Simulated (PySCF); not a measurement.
C5H10GeSi.
Bonds: Si1–C2, C2–C3, C3–C4 (double), C4–Ge5, Ge5–C6, C6–C7 (double), C3–C7. Hydrogens: H8, H9, H10 on Si1; H11, H12 on C2; H13 on C4; H14, H15 on Ge5; H16 on C6; H17 on C7.

Theory: core-valence-separated Tamm–Dancoff BHandHLYP/aug-pcX-1 (pcseg-1 on H, def2-SVPD on Si, def2-SVPD on Ge) in PySCF, non-relativistic, gas phase, PBE0-D3(BJ)/def2-SVP geometry. No empirical shift is added; at this level the pattern usually sits a few eV under experiment.

(1) What does the C 1s absorption edge look like?

## Answers

(1) 
```
E (eV)       f  core hole on          main final orbital                        polarisation
281.93  0.0526            C6                 LUMO (77 %)  normal to the local trigonal plane
282.06  0.0466            C4                 LUMO (79 %)  normal to the local trigonal plane
282.43  0.0491            C7                 LUMO (74 %)  normal to the local trigonal plane
282.77  0.0596            C3                 LUMO (73 %)  normal to the local trigonal plane
284.74  0.0010            C2                 LUMO (94 %)                                   –
285.36  0.0129            C4               LUMO+1 (34 %)         in the local trigonal plane
285.45  0.0100            C2               LUMO+1 (71 %)                                   –
285.59  0.0134            C6               LUMO+2 (65 %)         in the local trigonal plane
285.80  0.0279            C4                      spread         in the local trigonal plane
285.92  0.0232            C6                      spread         in the local trigonal plane
286.02  0.0304            C2                      spread                                   –
286.10  0.0201            C7               LUMO+1 (39 %)         in the local trigonal plane
286.21  0.0330            C2                      spread                                   –
286.47  0.0149            C7                      spread  normal to the local trigonal plane
286.52  0.0056            C4                      spread                               mixed
286.56  0.0145            C3                      spread  normal to the local trigonal plane
286.71  0.0024            C4  spread (2 roots, f summed)                               mixed
286.75  0.0068            C6               LUMO+1 (44 %)         in the local trigonal plane
286.87  0.0004            C2                      spread                                   –
286.96  0.0010            C6                      spread                                   –
286.96  0.0018            C3               LUMO+1 (71 %)                               mixed
```

The first line with a tenth or more of the strongest one's intensity is at 281.93 eV (f = 0.053), with the hole on C6 (alkene CH carbon), polarised normal to the local trigonal plane: a 1s→π* resonance. The strongest listed is at 282.77 eV (f = 0.060; C3, 1s→π*).

Roots within 0.03 eV whose holes lie on the same, on equivalent or on shared atoms are summed into one line, and the highest roots are left out, as the search may have cut off their partners. Final orbitals are the ground state's empty Kohn–Sham orbitals. A dash: too weak, shared between unlike atoms, or no plane or axis to refer to.

Question: What is the summed oscillator strength of the listed C K lines, and their intensity-weighted mean energy?

Answer: Σf = 0.427 over 21 lines from 281.93 to 286.96 eV; the weighted mean is 284.23 eV. The strongest line holds 14 % of the sum.

The ionisation thresholds weren't computed; near and above them a finite basis only mimics Rydberg series and continuum. The BHandHLYP/aug-pcX-1 (pcseg-1 on H, def2-SVPD on Si, def2-SVPD on Ge) calculation is non-relativistic and has no spin–orbit coupling, an omission that weighs most on germanium.

Time: 34 s of wall time; peak memory 1.2 GiB. Hardware: one thread of an Arm Neoverse V1 (shared host).

The values belong to the conformer `[SiH3:1][CH2:2][C:3]1=[CH:4][GeH2:5][CH:6]=[CH:7]1`: Si1–C2–C3–C4 98°.
